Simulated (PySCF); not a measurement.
PySCF input file for Al(F)(H)(NCO) (CHAlFNO), SMILES O=C=[N][AlH][F], PBE0/pcSseg-1. Geometry optimised at B3LYP-D3(BJ)/def2-SVP. One conformer was computed; it need not be the lowest.

```python
import numpy as np
from pyscf import gto, scf, dft
from pyscf.prop.nmr import rks as nmr

mol = gto.M(
    atom='''
    Al    0.49244108   -1.19907247    0.00000000
    F    -0.83594900   -2.19547373   -0.00000000
    H     1.92592933   -1.81254019   -0.00000001
    N     0.19996779    0.54373383   -0.00000000
    C    -0.03253706    1.72555674    0.00000001
    O    -0.25108432    2.87503357   -0.00000000
    ''',
    basis='pcSseg-1',
    charge=0,
    spin=0,
    max_memory=1600,
    verbose=3,
)
mf = dft.RKS(mol, xc='pbe0')
mf.grids.level = 3
mf.conv_tol = 1e-10
mf.max_cycle = 100
mf.kernel()
n = nmr.NMR(mf)
n.verbose = 2
n.max_cycle_cphf = 60
sigma = n.kernel()
print('atom   isotropic/ppm   span/ppm')
for i, s in enumerate(sigma):
    w = np.linalg.eigvalsh((s + s.T) / 2)
    print(f'{mol.atom_symbol(i):2s}{i + 1:3d} {w.mean():14.3f} {w[2] - w[0]:11.3f}')
```

Output:

```
converged SCF energy = -510.659200099115
atom   isotropic/ppm   span/ppm
Al  1        460.028     116.796
F   2        321.279     210.215
H   3         27.228       9.417
N   4        210.902     198.600
C   5         57.037     339.166
O   6        195.035     310.580
```

Self-consistency was reached.
